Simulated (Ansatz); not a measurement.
```yaml
crystal:
  periodic: [false, false, false]
  atoms:
    - {symbol: Pb, position_ang: [-0.026721, 2.414915, -1.002756]}
    - {symbol: Pb, position_ang: [-1.081020, -1.423600, -0.499830]}
    - {symbol: Pb, position_ang: [0.336779, -1.158747, 2.681497]}
    - {symbol: Se, position_ang: [0.287677, 0.046022, -2.550301]}
    - {symbol: Se, position_ang: [-1.083403, 0.830938, 1.212680]}
    - {symbol: Se, position_ang: [1.566688, -0.709518, 0.158711]}
basis:
  gaussian: {orbitals: def2-TZVP, initial_orbitals: start.molden}
magnetization: {spin_polarized: true, initial_magnetization: 4}
hamiltonian: {xc: {name: wB97M-V}}
scf: {omitted_lower_state_checks: [starts]}
output: {orbitals: {seedname: orbitals}}
```

The file start.molden holds the orbitals of an earlier run on this structure, at another level or in another basis.

```sh
$ ansatz run in.yaml --threads 4 --pin off --events-out ev --progress --plain --max-ram 6963MiB
```

Task: Does this run fit into the memory that it is given?

Result: No. It has 294 basis functions, and Ansatz plans for 8 GiB where 7 GiB are given.
